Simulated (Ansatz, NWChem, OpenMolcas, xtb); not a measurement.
SiHBrF (SMILES F[SiH]Br): methods side by side

SiHBrF has 4 atoms, charge 0, and is taken as a doublet. As SMILES, `F[SiH]Br`. The coordinates come from a PBE0-D4/def2-TZVP relaxation.

Each level gives the dipole moment (D). The values are calculated.

| level | kind | program | value (D) | CPU time |
| --- | --- | --- | --- | --- |
| GFN2-xTB | semi-empirical | xtb | 3.77 | under 2 s |
| GFN0-xTB | semi-empirical | xtb | 2.43 | under 2 s |
| GFN1-xTB | semi-empirical | xtb | 1.78 | under 2 s |
| UHF/STO-3G | Hartree–Fock | Ansatz | 2.48 | 0.61 s |
| UHF/3-21G | Hartree–Fock | Ansatz | 2.43 | 0.96 s |
| UHF/def2-SVP | Hartree–Fock | OpenMolcas | 1.75 | 4 s |
| USVWN5/def2-SVP | LDA | NWChem | 1.08 | 9.2 s |
| USVWN5/def2-SVPD | LDA | NWChem | 1.16 | 17 s |
| USVWN5/def2-TZVP | LDA | NWChem | 1.10 | 46 s |
| USVWN5/def2-TZVPD | LDA | NWChem | 1.09 | 77 s |

All-electron rows without a relativistic Hamiltonian named are non-relativistic. The values span 1.08 to 3.77 D. Magnitudes only. Sets without polarisation functions give poor dipoles. Without the sets that lack polarisation functions the rows with a basis span only 1.08 to 1.75 D. Times are those of the runs behind each value, whatever else they computed, on shared processors of several kinds: orders of magnitude only.
